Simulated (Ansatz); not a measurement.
```xyz
6

B     0.0000    0.0000   -1.2295
C     0.0000    0.0000    0.1681
O     0.0000    0.0000    1.2094
H     0.0000   -1.0866   -1.5122
H    -0.9410    0.5433   -1.5122
H     0.9410    0.5433   -1.5122
```

Basis set: cc-pVDZ (spherical functions). Correlated methods keep 3 orbitals frozen. Charge 0, multiplicity 1.

Computed with Ansatz (development build ahead of 0.2.0); each method stands on the lowest determinant of its kind that the runs found. Restricted open shells among the atoms or ions are ROHF, correlated in semicanonical orbitals with singles.

Give the atomization energy at this shape (free ground-state atoms in the same class of orbitals less the molecule, no zero-point energy) of singlet CH₃BO by RHF-MP2, RHF.

```csv
method,atomization energy
RHF-MP2,2116.1 kJ/mol
RHF,1616.8 kJ/mol
```

Caution: no unrestricted run beside it, a lower state can exist; the shape is not the minimum.
